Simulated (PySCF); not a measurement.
**Steps of a relaxation of [PbOF]−**

[PbOF]− (singlet). PySCF 2.14.0, RKS PBE0, Pb def2-SVP with ECP60, O def2-SVP, F def2-SVP; non-relativistic Hamiltonian with scalar-relativistic core potentials where named; density fitting; no spin-orbit coupling. Origin of the start: template. Columns: position (Å) and force (eV/Å). Energies are counted from the last step; some of the 7 steps are shown. Forces carry noise of the integration grid, about 0.01 to 0.03 eV/Å.

Run from Python with OMP_NUM_THREADS=2. Where DIIS fails, smearing, a level shift and second-order steps follow.
It took 4.6 s on 2 threads of Arm Neoverse V2 (shared host), from the converged density of the start.

```xyz
3
step 0  E = 1.240 eV
Pb    0.0399    0.0000   -0.1145    -5.36    0.00   -6.13
O     1.6812    0.0000    0.6200     7.05    0.00    4.35
F    -1.8519    0.0000    0.7320    -1.69    0.00    1.77
```

```xyz
3
step 2  E = 0.108 eV
Pb    0.0064    0.0000   -0.3583     0.63    0.00    0.30
O     1.6976    0.0000    0.7551    -1.07    0.00   -0.35
F    -1.8349    0.0000    0.8407     0.44    0.00    0.05
```

```xyz
3
step 4  E = 0.002 eV
Pb    0.0176    0.0000   -0.4510    -0.22    0.00    0.02
O     1.5382    0.0000    0.8038     0.08    0.00    0.05
F    -1.6867    0.0000    0.8847     0.14    0.00   -0.07
```

Question: Where does the relaxation end?

Answer: It converges at step 6 in Cs:
```xyz
3
step 6  E = 0
Pb    0.0114    0.0000   -0.4528
O     1.5326    0.0000    0.8074
F    -1.6749    0.0000    0.8828
```

Question: How did the contacts change?

Answer: 
```json
{"contact": "Pb1–O2 (O)", "start (Å)": "1.798", "end (Å)": "1.975"}
{"contact": "Pb1–F3 (F)", "start (Å)": "2.073", "end (Å)": "2.151"}
```
